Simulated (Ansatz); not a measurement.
Geometry optimisation, Ansatz 0.2.0, RKS PBE0-D4/6-31G*.

Input:

```yaml
crystal:
  periodic: [false, false, false]
  atoms:
    - { symbol: Si, position_ang: [0.0, 0.0, 0.0] }
    - { symbol: F, position_ang: [0.0, 0.0, 1.94] }
    - { symbol: H, position_ang: [1.3768, 0.0, -0.4862] }
    - { symbol: H, position_ang: [-0.6877, 1.1914, -0.4862] }
    - { symbol: H, position_ang: [-0.6877, -1.1914, -0.4862] }
    - { symbol: O, position_ang: [-1.879, 0.0, 0.6243] }
    - { symbol: Al, position_ang: [-3.1927, -0.9643, -0.0916] }
    - { symbol: H, position_ang: [-2.9236, -2.4314, -0.5488] }
    - { symbol: H, position_ang: [-4.6133, -0.3425, -0.2619] }
    - { symbol: H, position_ang: [-1.1493, 0.0, 1.6846] }
basis:
  gaussian: { orbitals: "6-31G*" }
hamiltonian:
  xc: pbe0
  dispersion: d4
relax:
  f_tol: 0.15
  max_steps: 25
  restrain:
    - { distance: [0, 5], at: 2.88, k: 30.0 }
    - { distance: [9, 1], at: 2.12, k: 30.0 }
    - { distance: [0, 1], at: 1.59, k: 30.0 }
    - { distance: [9, 5], at: 1.01, k: 30.0 }
```

Command:

```bash
$ ansatz run input.yaml --threads 1 --pin off --max-ram 2048MiB --backend cpu --events-out ev --progress --plain --runs-dir out
```

Problem. Where does it end, and by what steps?

Solution. It converged. The restraints hold the end off the free minimum; the threshold counts their pulls, which the force column leaves out. Restrained pairs: Si1–O6 (1.98 → 2.88 Å), F2–H10 (1.18 → 2.12 Å), Si1–F2 (1.94 → 1.61 Å), O6–H10 (1.29 → 0.98 Å). After 15 steps the energy has fallen by 2.812 eV (the restraints' own energy left out); H8 moved furthest, 1.11 Å.

```csv
step,energy less start (eV),largest force component (eV/Å),accepted
0,0.0000,2.740,yes
1,-0.9284,3.378,yes
2,-1.6787,4.860,yes
3,-2.1957,3.454,yes
4,-2.5834,1.039,yes
5,-2.6751,1.353,yes
6,-2.6915,1.225,yes
7,-2.7387,0.791,yes
8,-2.7563,0.956,yes
9,-2.7695,0.639,yes
10,-2.8014,0.595,yes
11,-2.8076,0.793,no
12,-2.8075,0.595,yes
13,-2.8103,0.692,yes
14,-2.8110,0.667,no
15,-2.8124,0.646,yes
```

```xyz
10
Properties=species:S:1:pos:R:3
Si 0.242 0.156 -0.121
F 0.276 -0.369 1.399
H 1.659 0.162 -0.584
H -0.315 1.525 -0.220
H -0.502 -0.811 -0.982
O -2.380 0.001 1.064
Al -3.359 -1.059 0.130
H -3.377 -2.619 0.452
H -4.191 -0.368 -1.028
H -1.810 -0.357 1.780
```

Run time: 54 s on 1 thread of Arm Neoverse V2, on a shared host, peak memory 0.16 GiB.
